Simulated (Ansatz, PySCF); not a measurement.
SrF2, SMILES [F][Sr][F]. Atoms are numbered in the order given.

```xyz
3

Sr     0.0000     0.0000    -0.1513
F      0.0000    -1.9366     0.7565
F      0.0000     1.9366     0.7565
```

Geometry: B3LYP-D3(BJ)/def2-TZVP. The isomer is the one that the SMILES or the coordinates give; other isomers of the formula were not compared. The def2 effective core potentials stand for the cores of Sr; spin–orbit coupling is left out.

Two levels are set side by side: PBE-D3(BJ)/def2-TZVP (Ansatz, a first-principles code) and B3LYP-D3(BJ)/def2-TZVP (Ansatz). Each level has its own optimised geometry; the coordinates shown are those of the second. Frequencies come from the Hessian of PySCF at each geometry. Differences are taken from unrounded values.

```tsv
quantity	B3LYP-D3(BJ)	PBE-D3(BJ)	PBE-D3(BJ) minus B3LYP-D3(BJ)
mean bond length (Å)	2.139	2.130	-0.008
bond Sr1–F2 (Å)	2.139	2.130	-0.008
bond Sr1–F3 (Å)	2.139	2.130	-0.008
highest harmonic wavenumber (cm⁻¹)	474	469	-5
mean harmonic wavenumber (cm⁻¹)	343	343	0
zero-point energy (kcal/mol)	1.47	1.47	0.00
```

On these quantities the two levels nearly agree.
